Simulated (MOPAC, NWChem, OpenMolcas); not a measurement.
**A ladder of methods for CH5FOSi (SMILES C[SiH](O)F)**

CH5FOSi: 9 atoms, total charge 0, spin state singlet. SMILES: `C[SiH](O)F`. Geometry: relaxed at PBE0-D4/def2-TZVP. This is one conformer, not always the lowest.

Each level gives the HOMO–LUMO gap (eV). The values are calculated.

| level | kind | program | value (eV) | CPU time |
| --- | --- | --- | --- | --- |
| PM7 | semi-empirical | MOPAC | 12.48 | under 2 s |
| HF/def2-SVP | Hartree–Fock | OpenMolcas | 16.79 | 5.5 s |
| SVWN5/def2-SVP | LDA | OpenMolcas | 7.58 | 18 s |
| revPBE/def2-SVP | GGA | OpenMolcas | 7.66 | 23 s |
| TPSS/def2-SVP | meta-GGA | OpenMolcas | 8.04 | 32 s |
| PBE0/def2-SVP | global hybrid | NWChem | 10.13 | 19 s |
| B2PLYP/def2-SVP | double hybrid | OpenMolcas | 12.52 | 15 s |

The values span 7.58 to 16.79 eV. Orbital gaps aren't excitation energies, and those of double hybrids come from the SCF part alone; they tend to grow with the share of exact exchange. CPU times are rough (shared hosts, several kinds of processor and program).
